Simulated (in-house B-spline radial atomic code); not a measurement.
Orbital energies and mean radii along the 75-electron series, configuration [Xe] 4f14 5d7. The effective charge is n√(-2ε), a non-relativistic measure. Computed with an all-electron radial atomic-structure program (B-spline basis): non-relativistic Hartree-Fock, average of the configuration, point nuclei.

This level leaves out relativity, spin-orbit splitting included, which matters for heavy ions.

```json
{"ion": "Ir2+", "Z": "77", "energy of 5s (Eh)": "-4.1369", "mean radius of 5s (bohr)": "1.0899", "energy of 5d (Eh)": "-1.1439", "mean radius of 5d (bohr)": "1.5805", "effective charge of 5s": "14.382"}
{"ion": "Pt3+", "Z": "78", "energy of 5s (Eh)": "-4.8879", "mean radius of 5s (bohr)": "1.0563", "energy of 5d (Eh)": "-1.7115", "mean radius of 5d (bohr)": "1.4572", "effective charge of 5s": "15.633"}
{"ion": "Au4+", "Z": "79", "energy of 5s (Eh)": "-5.705", "mean radius of 5s (bohr)": "1.0243", "energy of 5d (Eh)": "-2.3422", "mean radius of 5d (bohr)": "1.3608", "effective charge of 5s": "16.889"}
{"ion": "Hg5+", "Z": "80", "energy of 5s (Eh)": "-6.5812", "mean radius of 5s (bohr)": "0.99387", "energy of 5d (Eh)": "-3.0306", "mean radius of 5d (bohr)": "1.2819", "effective charge of 5s": "18.14"}
{"ion": "Tl6+", "Z": "81", "energy of 5s (Eh)": "-7.5122", "mean radius of 5s (bohr)": "0.96513", "energy of 5d (Eh)": "-3.7732", "mean radius of 5d (bohr)": "1.2152", "effective charge of 5s": "19.381"}
{"ion": "Pb7+", "Z": "82", "energy of 5s (Eh)": "-8.4952", "mean radius of 5s (bohr)": "0.93799", "energy of 5d (Eh)": "-4.5676", "mean radius of 5d (bohr)": "1.1574", "effective charge of 5s": "20.61"}
{"ion": "Bi8+", "Z": "83", "energy of 5s (Eh)": "-9.5281", "mean radius of 5s (bohr)": "0.91236", "energy of 5d (Eh)": "-5.4119", "mean radius of 5d (bohr)": "1.1066", "effective charge of 5s": "21.827"}
```

Task: How does the screening of 5s change?

Result: Z less the effective charge goes from 62.62 at Z = 77 to 61.17 at Z = 83.
